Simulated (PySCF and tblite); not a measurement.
Values are calculated unless marked as measured or tabulated.
System: C5HClN2O2, numbered as in [N:1]#[C:2][C:3](=[O:4])/[C:5]([Cl:6])=[C:7](/[OH:8])[C:9]#[N:10].

Geometries: GFN2-xTB; energies: revPBE/pcSseg-1 + D3(BJ); zero-point and thermal terms from GFN2-xTB harmonic modes (soft modes blended into free rotors). Rates follow Eyring's equation with the number of equivalent paths and no tunnelling. Programs: tblite and PySCF.

(1) What barrier does the rotation about the C3–C5 bond (torsion C2–C3–C5–Cl6 from 0° to 179°, rising) meet, and how fast is it at 298 K?

Answers

(1) The electronic barrier is 8.3 kcal/mol and ΔG‡(298 K) 8.2 kcal/mol, over a C1 saddle with an imaginary mode of 57i cm⁻¹ (GFN2-xTB). With 2 equivalent paths, k is 1.2×10⁷ s⁻¹, a mean lifetime of the start of 87 ns against this motion. The end lies 0.7 kcal/mol above the start in free energy.
